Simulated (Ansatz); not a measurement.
System: Si$_{2}$H$_{4}$, charge -1, multiplicity 2. 
Coordinates optimised at B3LYP-D3(BJ)/def2-TZVP (Ansatz, a program for electronic structure):
```
Si
H 1 1.5091
H 1 1.5128 2 101.44
H 1 1.5128 2 101.44 3 103.77
Si 1 2.3742 2 113.52 3 -128.11
H 5 1.5447 1 89.89 2 -180.00
```
Charge -1, spin multiplicity 2.

Total electronic energies in hartree. Correlated levels leave the core frozen unless marked. UHF or UKS for open shells. No spin-orbit coupling. No relativistic terms. Basis-set limits of correlation are two-point, X^-3; Hartree-Fock from the larger set. The bracket is a focal-point correction in the basis named.

```
level                                                                             program  energy (Eh)
-------------------------------------------------------------------------  --------------  -----------
HF/def2-SVPD                                                                       Ansatz   -579.97169
RI-HF/cc-pV(Q+d)Z                                                                  Ansatz   -580.18946
PBE-D4/def2-TZVPD                                                          Ansatz + dftd4   -581.08220
PBE0/STO-3G                                                                        Ansatz   -574.19635
PBE0-D3(BJ)/def2-TZVPD                                                     Ansatz + dftd3   -581.13835
BHLYP/def2-TZVPD                                                                   Ansatz   -581.37505
B2PLYP-D3(BJ)/def2-TZVPD                                                   Ansatz + dftd3   -581.13002
RI-MP2/def2-QZVPPD                                                                 Ansatz   -580.45928
RI-MP2/CBS(aug-cc-pV(T+d)Z,aug-cc-pV(Q+d)Z)                                        Ansatz    -580.4720
CCSD/aug-cc-pV(D+d)Z                                                               Ansatz   -580.42649
CCSD/aug-cc-pV(T+d)Z                                                               Ansatz   -580.48458
CCSD(T)/6-31G                                                                      Ansatz   -580.18265
CCSD(T)/def2-SVP                                                                   Ansatz   -580.21077
CCSD(T)/cc-pV(T+d)Z                                                                Ansatz   -580.48650
RI-MP2/CBS(aug-cc-pV(T+d)Z,aug-cc-pV(Q+d)Z)+[CCSD(T)-MP2]/aug-cc-pV(T+d)Z          Ansatz    -580.5287
```

Totals of different functionals don't rank their quality; only differences between species are comparable.
